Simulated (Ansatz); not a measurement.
Cost and result for the atomization energy of `OB(F)[SiH2][SiH3]` (11 atoms, 10 bonds).

```xyz
11

O    -2.204   -1.122   -0.617
B    -1.461   -0.008   -0.768
F    -2.080    1.176   -0.832
Si    0.563   -0.106   -0.831
Si    1.418    0.313    1.309
H    -3.151   -0.947   -0.567
H     1.098    0.923   -1.766
H     1.017   -1.449   -1.282
H     0.915   -0.707    2.269
H     0.981    1.656    1.778
H     2.905    0.271    1.306
```

The species carries charge 0 and has multiplicity 1. The geometry is a stationary point of PBE0-D4/def2-TZVP. It is one conformer, not always the lowest. Program: Ansatz. All runs use 4 threads of an Intel Xeon Platinum 8488C on a shared host. Times are those of one run each, without the atoms' runs, and a repeat can differ threefold. Electronic energies, without spin–orbit coupling; frozen cores. CCSD(T)/CBS adds CCSD(T) − MP2 in def2-TZVPP to the MP2 limit, and its time is that of the two runs behind it. T1 = 0.014. B3LYP takes the VWN-RPA correlation (the form of Gaussian; ORCA's B3LYP/G).

CCSD(T)/CBS is a level of theory with its own doubt, some kJ/mol a heavy atom from the limit and from the frozen cores, so smaller differences don't rank the functionals.

| level | functions | wall time | atomization (kJ/mol) | difference from CCSD(T)/CBS | per bond |
| --- | --- | --- | --- | --- | --- |
| PBE-D4/def2-TZVPP (with forces) | 261 | 2.2 s | 3857.4 | 24.0 | 2.4 |
| PBE0-D4/def2-TZVPP | 261 | 2.9 s | 3804.6 | -28.8 | -2.9 |
| r2SCAN-D4/def2-TZVPP (with forces) | 261 | 3.3 s | 3848.8 | 15.4 | 1.5 |
| B3LYP-D4/def2-TZVPP (with forces) | 261 | 3.8 s | 3827.6 | -5.8 | -0.6 |
| B2PLYP/def2-TZVPP | 261 | 5.5 s | 3787.4 | -46.0 | -4.6 |
| ωB97X-V/def2-TZVPP | 261 | 6.5 s | 3855.9 | 22.5 | 2.2 |
| ωB97M-V/def2-TZVPP (with forces) | 261 | 8.5 s | 3838.7 | 5.3 | 0.5 |
| MP2/def2-QZVPP | 491 | 20 s | 3840.5 | 7.1 | 0.7 |
| CCSD(T)/def2-TZVPP | 261 | 98 s | 3737.0 | -96.4 | -9.6 |
| CCSD(T)/CBS(def2) | – | 120 s | 3833.4 | 0.0 | 0.0 |

The D4 term adds +35.2 kJ/mol with B3LYP and +18.7 kJ/mol with PBE0; it sums over pairs of atoms, weighted by their polarisabilities, and B3LYP, whose exchange is more repulsive, gets the larger term. In def2-TZVPP, CCSD(T) changes the Hartree–Fock value by +843.3 kJ/mol (the triples alone add +46.4 kJ/mol) and MP2 by +889.5 kJ/mol; breaking electron pairs costs correlation energy, which Hartree–Fock lacks. From PBE to PBE0 (25 % exact exchange), in def2-TZVPP and without D4, the atomization energy moves by −49.7 kJ/mol: exact exchange takes away binding that semilocal exchange gives to molecules.
